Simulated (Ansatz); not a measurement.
`C[SiH]([AlH2])Cl` + `N=C=CO` → `N=C=C[O][AlH2]` + `C[SiH2]Cl`  (cleavage of the Al–Si bond)

Program: Ansatz. Geometries: PBE0-D4/def2-TZVP. ΔE: electronic, gas phase. CCSD(T)/CBS is the MP2 limit (def2-TZVPP, def2-QZVPP) plus CCSD(T) − MP2 in def2-TZVPP, frozen cores. DFT in def2-TZVPP. B3LYP here is the variant with VWN-RPA as its local correlation; programs differ in this. One conformer a species, not always the lowest.

`C[SiH]([AlH2])Cl`:

Cartesian coordinates in Å:
```
C 1.400 -0.775 -0.279
Si -0.410 -0.591 0.166
Al -1.210 1.737 0.308
Cl -1.526 -1.604 -1.271
H 1.620 -0.312 -1.243
H 2.023 -0.298 0.483
H 1.670 -1.831 -0.336
H -0.653 -1.321 1.445
H -2.364 2.271 -0.641
H -0.550 2.724 1.368
```

`N=C=CO`:

Cartesian coordinates in Å:
```
N -0.424 0.930 1.495
C -0.030 0.459 0.432
C 0.227 0.023 -0.776
O -0.065 -1.226 -1.262
H 0.233 0.816 2.270
H 0.760 0.651 -1.477
H -0.701 -1.654 -0.682
```

`N=C=C[O][AlH2]`:

```xyz
9

N    -1.838    0.864    1.281
C    -1.190    0.729    0.250
C    -0.434    0.743   -0.824
O     0.839    0.274   -0.880
Al    1.714   -0.942   -0.076
H    -2.449    0.076    1.503
H    -0.835    1.154   -1.744
H     0.951   -1.882    0.940
H     3.241   -1.015   -0.450
```

`C[SiH2]Cl`:

Cartesian coordinates in Å:
```
C -0.254 -0.840 0.501
Si 0.086 0.701 -0.477
Cl 1.994 1.371 -0.074
H -1.266 -1.200 0.293
H -0.171 -0.646 1.572
H 0.453 -1.630 0.237
H -0.849 1.794 -0.114
H 0.008 0.449 -1.937
```

Task: Is it downhill or uphill in electronic energy at CCSD(T)/CBS, and by how much? (Estimate.)

Result: The calculation gave: Downhill: ΔE = -1.57 eV.

Task: What do these levels give: BLYP-D4, B3LYP-D4, r2SCANh-D4, ωB97X-V, B2PLYP, PBE0, CAM-B3LYP, CCSD/def2-SVP, CCSD(T)/def2-SVP, SCS-MP2/def2-TZVPP, CCSD(T)/def2-TZVPP, CCSD/CBS(def2)? (Best estimate.)

Result: Computed: BLYP-D4 -1.57, B3LYP-D4 -1.59, r2SCANh-D4 -1.56, ωB97X-V -1.55, B2PLYP -1.65, PBE0 -1.40, CAM-B3LYP -1.67, CCSD/def2-SVP -1.64, CCSD(T)/def2-SVP -1.63, SCS-MP2/def2-TZVPP -1.69, CCSD(T)/def2-TZVPP -1.58, CCSD/CBS(def2) -1.59 eV.

Largest T1 diagnostic among the species: 0.015.

At CCSD(T), def2-SVP lies −0.06 eV from the extrapolated value and def2-TZVPP −0.01 eV. In def2-TZVPP, CCSD(T) changes the Hartree–Fock value by +0.15 eV (the triples alone add +0.02 eV) and MP2 by +0.04 eV.
